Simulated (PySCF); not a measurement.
## ECD: `C#CC1([C@@H]2C[C@H]2[S-])CC1`, [C$_{8}$H$_{9}$S]-, charge -1

Cartesian coordinates in Å; atom numbers follow the order of the lines, from 1:
```xyz
18

C     1.7951    1.8929   -1.5907
C     1.2525    1.0197   -0.9716
C     0.5733   -0.0043   -0.2374
C    -0.9199    0.1684   -0.2409
C    -1.6093    0.8904    0.8877
C    -1.8492   -0.5829    0.6822
S    -3.3904   -1.2124    0.0987
C     1.3003   -0.5692    0.9571
C     1.1702   -1.3933   -0.2843
H     2.2563    2.6608   -2.1370
H    -1.3144    0.3656   -1.2338
H    -1.0011    1.2103    1.7274
H    -2.4045    1.5779    0.6347
H    -1.3788   -1.2414    1.4136
H     0.7159   -0.8455    1.8217
H     2.2714   -0.1556    1.1979
H     0.4711   -2.2157   -0.2758
H     2.0526   -1.5593   -0.8878
```

Total charge -1.

Method used: TDDFT wB97X-D/def2-SVPD circular dichroism and optical rotation, one conformer, gas phase (PySCF). Geometry: GFN2-xTB.

The molecule is flexible and this is one conformer; a measurement averages over conformers. For a gas-phase anion, states above the detachment energy (about 1.9 eV, taken as minus the energy of the highest occupied orbital) lie in the continuum and depend on the basis.

Q: What are the CIP labels of the stereocentres?

A: C4 S, C6 R.

Q: List the lowest 8 singlet excitations with oscillator and rotatory strengths.

A: Rotatory strengths R in 10⁻⁴⁰ esu² cm², velocity form and length form (origin at the centre of mass); f in length form.
```
state  E (eV)  λ (nm)      f  R (velocity)  R (length)                                    main
    1    4.13     300  0.014         +10.6        +8.8      HOMO→LUMO+1 0.35, HOMO→LUMO+6 0.23
    2    4.32     287  0.024         -43.7       -44.7    HOMO→LUMO+7 0.35, HOMO−1→LUMO+1 0.15
    3    4.33     287  0.028         +38.4       +40.4    HOMO→LUMO+7 0.30, HOMO−1→LUMO+1 0.20
    4    4.45     279  0.024          +4.0        +4.0        HOMO→LUMO 0.27, HOMO→LUMO+5 0.14
    5    4.49     276  0.042         +13.7       +16.2                      HOMO−1→LUMO+7 0.58
    6    4.57     271  0.021         +12.7       +14.8    HOMO→LUMO+2 0.49, HOMO−1→LUMO+7 0.09
    7    4.69     265  0.022         -14.9       -14.5    HOMO−1→LUMO+2 0.29, HOMO−1→LUMO 0.17
    8    4.83     257  0.016          -3.1        -1.9  HOMO−1→LUMO+2 0.30, HOMO−1→LUMO+5 0.11
```

Among the states computed, the strongest CD band (largest |R|) is state 2. The largest dissymmetry factor in size, g = 4R/(D+G), with D and G the electric and magnetic dipole strengths, is -0.014 for state 2 (velocity form, f = 0.021), among bands with |R| over 0.5. The mirror image has the same energies and oscillator strengths and all R with the opposite sign.
